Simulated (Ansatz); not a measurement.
Cl6Si2, charge -1, doublet, at a GFN2-xTB geometry (a state made from the parent by changing its charge; the spin is typed, not shown lowest) (a gas-phase anion, which may not be bound at this level); B97M-V/STO-3G (Ansatz, a first-principles code).

The Ansatz input:
Ansatz 0.2 input:
```yaml
crystal:
  periodic: [false, false, false]
  atoms:
    - {symbol: Cl, position_ang: [2.09855875, -0.24471194, -1.47951460]}
    - {symbol: Si, position_ang: [1.10128021, 0.21646157, 0.30090776]}
    - {symbol: Cl, position_ang: [2.63199468, 1.52442716, 1.12074193]}
    - {symbol: Cl, position_ang: [1.51549283, -1.43791621, 1.51277051]}
    - {symbol: Si, position_ang: [-1.10128021, -0.21646157, -0.30090776]}
    - {symbol: Cl, position_ang: [-1.51549283, 1.43791621, -1.51277051]}
    - {symbol: Cl, position_ang: [-2.63199468, -1.52442716, -1.12074193]}
    - {symbol: Cl, position_ang: [-2.09855875, 0.24471194, 1.47951460]}
basis:
  gaussian:
    orbitals: STO-3G
hamiltonian:
  xc: {name: B97M-V}
total_charge: -1
magnetization: {spin_polarized: true, initial_magnetization: 1}
```

It wrote (shortened):

```
Functional definition: B97M-V
793 factors; integrals over basis functions are off by at most 2.5e-5 eV
mean field evaluation 1: about -89882.6015 eV, gradient 2.8e1 eV
mean field evaluation 2: about -89870.6049 eV, gradient 5.0e1 eV
mean field evaluation 4: about -89890.5810 eV, gradient 9.3e-1 eV
mean field evaluation 8: about -89890.5978 eV, gradient 1.1e-3 eV
mean field -89890.59783548 eV, -3303.4185404183 hartree, gradient 1.0e-5 eV, S^2 0.753458; 0 other end points of the search recorded, 0 dependent functions left out
reference -89890.59786974 eV, -3303.4185416772 hartree; 66, 65 occupied and 6, 7 virtual orbitals, 793 factors
Total energy: -89890.59786974 eV, -3303.4185416772 hartree
```
